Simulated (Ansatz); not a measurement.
Mo(O)(NH)(NH2)(SH) (H₄MoN₂OS), SMILES [Mo](=[O])([NH2])([SH])=[NH], multiplicity 1.

The structure is a stationary point at B3LYP-D3(BJ)/def2-SVP. The spin state was assumed, not searched. The structure was generated by enumeration; whether it is a known compound was not checked. The def2 effective core potentials stand for the cores of Mo; spin–orbit coupling is left out. The values are those of a single conformer.

Two levels are set side by side: PBE/def2-SVPD (Ansatz, a first-principles code) and CAM-B3LYP/def2-SVPD (Ansatz). Energy differences of separate SCF runs at the same geometry; the states with an electron removed or added have multiplicity 2 and 2. Differences are taken from unrounded values.

| quantity | CAM-B3LYP | PBE | PBE minus CAM-B3LYP |
|---|---|---|---|
| vertical ionisation energy (eV) | 9.45 | 9.06 | -0.39 |
| vertical electron affinity (eV) | 0.72 | 0.11 | -0.60 |
| vertical singlet–triplet gap (eV) | 3.43 | 3.45 | 0.01 |
